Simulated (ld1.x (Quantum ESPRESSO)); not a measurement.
# Before and after: PAW potential for carbon

C, PAW, made with ld1.x (Quantum ESPRESSO) 7.5 (PBE, non-relativistic). Core [He], reference 2s2 2p2. Waves: 2s (bound): rcut 1.20, rcutus 1.35 bohr; 2s channel at 0.4 Ry: rcut 1.20, rcutus 1.35 bohr; 2p (bound): rcut 2.05, rcutus 2.45 bohr; 2p channel at 0.9 Ry: rcut 2.05, rcutus 2.45 bohr; 3d channel at 0.4 Ry: rcut 2.20, rcutus 2.80 bohr; 3d channel at 3.05 Ry: rcut 2.20, rcutus 2.80 bohr. Local part: all-electron potential smoothed inside 1.45 bohr (lloc = -1). Core correction: a·sin(br)/r model core, default radius (ld1.x builds one for every PAW set, though the input has nlcc=.false.). Augmentation charge: BESSEL, radius 1.35 bohr.

Change: waves 2s (bound): rcut 1.20, rcutus 1.54 bohr; 2s channel at 0.4 Ry: rcut 1.20, rcutus 1.54 bohr.

Cutoffs: the cutoffs (Ry, on a coarse ladder) from which the occupation-weighted sum of valence levels, in a spherical-Bessel basis at the reference potential, stays within 10 and 1 mRy of its value at 400 Ry; they do not see the model core or the augmentation charge, which bear on the density cutoff. Errors are all-electron minus pseudo energies relative to the spin-unpolarised reference configuration.

How do hardness, ghosts and transferability respond?

The potential gets harder (10 Ry and 15 Ry → 12 Ry and 18 Ry); of the 7 tests that both files solve, the error grows in 2 and shrinks in 4 by more than 15 % and 0.3 meV (median size 1.8 → 1.5 meV); neither file shows a bound ghost.

```csv
quantity,base,changed
"cutoff, loose",10 Ry,12 Ry
"cutoff, tight",15 Ry,18 Ry
bound ghosts,none,none
"error for 2s2 2p1, meV [ΔE 10.87 eV]",+4.8,-0.5
"error for 2s2 2p0, meV [ΔE 35.02 eV]",+16,-3.1
"error for 2s1 2p0, meV [ΔE 83.20 eV]",+5.9,-14
"error for 2s2 2p1.5, meV [ΔE 3.97 eV]",+1.8,+0.7
"error for 2s0 2p4, meV [ΔE 16.94 eV]",+1.4,+1.6
"error for 2s1 2p2, meV [ΔE 19.60 eV]",-0.4,-1.5
"error for 2s1 2p3, meV [ΔE 8.46 eV]",+1.2,+0.5
s: phases at 3.05 bohr within 0.05 rad from the reference energy up to (Ry; the scan ends near 5),to the end of the scan,to the end of the scan
p: phases at 3.05 bohr within 0.05 rad from the reference energy up to (Ry; the scan ends near 5),1.3,1.3
d: phases at 3.05 bohr within 0.05 rad from the reference energy up to (Ry; the scan ends near 5),3.9,3.9
lowest overlap eigenvalue by channel,"s 0.55, p 0.06, d 0.97","s 0.57, p 0.06, d 0.97"
```
